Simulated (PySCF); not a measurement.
A PySCF script (with the pyscf-properties extension) for the NMR shieldings of SMILES [SiH3]O/C=C/c1ccncc1, C₇H₉NOSi, on a GFN2-xTB geometry:

```python
import basis_set_exchange as bse
import numpy as np
from pyscf import gto, dft
from pyscf.prop import nmr

atoms = """
Si    4.163450    0.072665   -0.204452
O     2.657798   -0.545770   -0.090875
C     1.434694   -0.006413   -0.161282
C     0.338560   -0.738309    0.052702
C    -1.031777   -0.270636   -0.017463
C    -1.397366    1.053533   -0.278266
C    -2.739759    1.383381   -0.324693
N    -3.720818    0.515431   -0.136609
C    -3.383907   -0.739580    0.111949
C    -2.075239   -1.180431    0.182749
H     4.914602   -1.169019   -0.252659
H     4.447106    0.905465    0.965499
H     4.291775    0.891472   -1.412132
H     1.393554    1.046678   -0.412634
H     0.470596   -1.783704    0.297591
H    -0.651114    1.814480   -0.440308
H    -3.052434    2.400779   -0.523181
H    -4.210262   -1.422710    0.262439
H    -1.859264   -2.218061    0.389328
"""
names = dict.fromkeys(["Si", "O", "C", "N", "H"], "pcSseg-1")
basis = {el: gto.basis.parse(bse.get_basis(n, elements=[el], fmt="nwchem")) for el, n in names.items()}
mol = gto.M(atom=atoms, basis=basis, charge=0, verbose=0)
mf = dft.RKS(mol, xc="PBE0")
mf.grids.level = 2
mf.grids.alignment = dft.numint.BLKSIZE   # the property module wants whole blocks of grid points
mf.conv_tol = 1e-9
mf.kernel()

calc = nmr.RKS(mf)   # GIAO
C = mf.mo_coeff
Co = C[:, mf.mo_occ > 0]
resp = mf.gen_response(singlet=True, hermi=2)
def vind(x):   # induced exchange potential for any number of trial vectors
    d = np.einsum("pi,xij,qj->xpq", C, 2 * x.reshape(-1, C.shape[1], Co.shape[1]), Co, optimize=True)
    return np.einsum("xpq,pi,qj->xij", resp(d - d.transpose(0, 2, 1)), C, Co, optimize=True).ravel()
mo1, _ = nmr.rhf.solve_mo1(calc, with_cphf=vind)
sigma = calc.kernel(mo1)
for i, s in enumerate(sigma):   # ppm
    w = np.linalg.eigvalsh((s + s.T) / 2)
    print("%2d %-2s iso %8.1f  s11 %8.1f  s22 %8.1f  s33 %8.1f" % (i, mol.atom_pure_symbol(i), w.mean(), *w))
```

Task: What are the results?

Result: 
```
 0 Si iso    384.1  s11    341.3  s22    350.6  s33    460.3
 1 O  iso    238.5  s11    126.0  s22    241.6  s33    347.9
 2 C  iso     35.5  s11    -63.3  s22     61.9  s33    107.9
 3 C  iso     66.5  s11    -24.3  s22     89.7  s33    134.1
 4 C  iso     38.9  s11    -60.2  s22     -4.5  s33    181.3
 5 C  iso     68.3  s11    -38.1  s22     66.7  s33    176.3
 6 C  iso     31.6  s11    -79.0  s22     28.3  s33    145.4
 7 N  iso    -86.2  s11   -399.9  s22   -164.6  s33    306.1
 8 C  iso     29.9  s11    -81.5  s22     26.8  s33    144.5
 9 C  iso     59.6  s11    -42.9  s22     61.0  s33    160.7
10 H  iso     26.7  s11     22.9  s22     25.6  s33     31.6
11 H  iso     26.6  s11     23.6  s22     24.9  s33     31.3
12 H  iso     26.6  s11     23.6  s22     25.1  s33     31.0
13 H  iso     24.1  s11     19.6  s22     23.0  s33     29.6
14 H  iso     25.5  s11     22.4  s22     23.9  s33     30.2
15 H  iso     24.3  s11     20.5  s22     23.2  s33     29.2
16 H  iso     22.9  s11     19.0  s22     22.5  s33     27.3
17 H  iso     22.9  s11     19.2  s22     22.5  s33     27.0
18 H  iso     24.8  s11     22.0  s22     23.3  s33     29.2
```

These numbers come from an equivalent density-fitted implementation of the same equations, which agrees with the script to about 0.01 ppm for H and up to a few tenths of a ppm for heavy atoms, so last digits may differ.

Task: Turn these shieldings into chemical shifts. References, each an isolated molecule treated in the same way: $^{29}$Si (349.16 ppm) and $^{13}$C (186.93 ppm) and $^{1}$H (31.72 ppm) vs TMS; $^{17}$O (336.08 ppm) against H2O; NH3 for $^{15}$N (267.73 ppm).

Result: Averaging equivalent atoms: Si 0: -34.9; O 1: 97.6; C 6/8: 156.2; C 2: 151.4; C 4: 148.0; C 5/9: 123.0; C 3: 120.4; N 7: 353.9; H 16/17: 8.81; H 13: 7.64; H 15/18: 7.16; H 14: 6.22; H 10/11/12: 5.10 ppm. Experimental scales use liquid or dissolved standards, which lie at an offset from isolated NH3 (liquid NH3: subtract about 20 ppm) and H2O (liquid H2O: subtract about 36 ppm). Unscaled 15N shifts of sp2 nitrogen come out 20 to 40 ppm too high even then.

Size and cost of the density-fitted run: 222 basis functions, 80 s wall time on 1 thread of an Arm Neoverse N1, shared host; peak memory 0.98 GiB.
